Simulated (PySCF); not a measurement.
ClMoO2, charge +1, multiplicity 1. Atoms are numbered in the order given.

```xyz
4

Mo     0.3568    -0.2646     0.0000
O      0.9949     0.5370    -1.3136
O      0.9949     0.5370     1.3136
Cl    -1.8180     0.1483     0.0000
```
Charge +1, spin multiplicity 1.

The structure is a stationary point at PBE-D3(BJ)/def2-SVP. The multiplicity is an assumed one; other spin states were not compared. The isomer is the one that the SMILES or the coordinates give; other isomers of the formula were not compared. The def2 effective core potentials stand for the cores of Mo; spin–orbit coupling is left out.

Computed with r2SCAN/def2-TZVPD run with PySCF.

Mulliken values depend strongly on the basis, most of all with diffuse functions as here. ESP charges are fitted to the potential on shells at 1.4 to 2.0 van der Waals radii. Atomic charges (e):

```
atom  Mulliken  ESP fit
----  --------  -------
Mo1       2.09     1.75
O2       -0.45    -0.34
O3       -0.45    -0.34
Cl4      -0.18    -0.07
```
